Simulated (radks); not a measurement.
The numbers below are computed, except where a source is named.
Problem. These are the eigenvalues of the occupied orbitals of an atom or ion with whole-number occupations (eV). Level of theory: scalar-relativistic Kohn-Sham, LDA (Slater exchange, Perdew-Wang correlation), spin-polarised, spherical densities, point nucleus (a radial shooting solver on a logarithmic mesh with Libxc functionals).

| orbital | eigenvalue |
|---|---|
| 1s up | -71729.16 |
| 1s down | -71729.03 |
| 2s up | -12537.48 |
| 2s down | -12537.40 |
| 2p up | -10960.36 |
| 2p down | -10960.25 |
| 3s up | -2993.537 |
| 3s down | -2993.454 |
| 3p up | -2528.583 |
| 3p down | -2528.491 |
| 3d up | -2000.921 |
| 3d down | -2000.831 |
| 4s up | -717.9136 |
| 4s down | -717.7612 |
| 4p up | -565.3224 |
| 4p down | -565.1527 |
| 4d up | -373.8800 |
| 4d down | -373.6692 |
| 5s up | -199.9233 |
| 5s down | -198.9039 |
| 4f up | -160.7063 |
| 4f down | -160.3752 |
| 5p up | -158.6129 |
| 5p down | -157.5546 |

Which element is it, and in what charge state? The configuration may be excited. Open shells, if any, are filled with parallel spins first.

Solution. Z = 75, rhenium, charge +8: Re8+ in [Kr] 4d10 4f14 5s2 5p5. The list shows which subshells hold electrons but not how many an open one holds; the 1s level, -2636 hartree, gives Z - s = 72.6 by -(Z - s)^2/2, which with screening and relativity narrows Z to a few neighbours, and the depths of the outer levels then fix element, charge and occupations together.
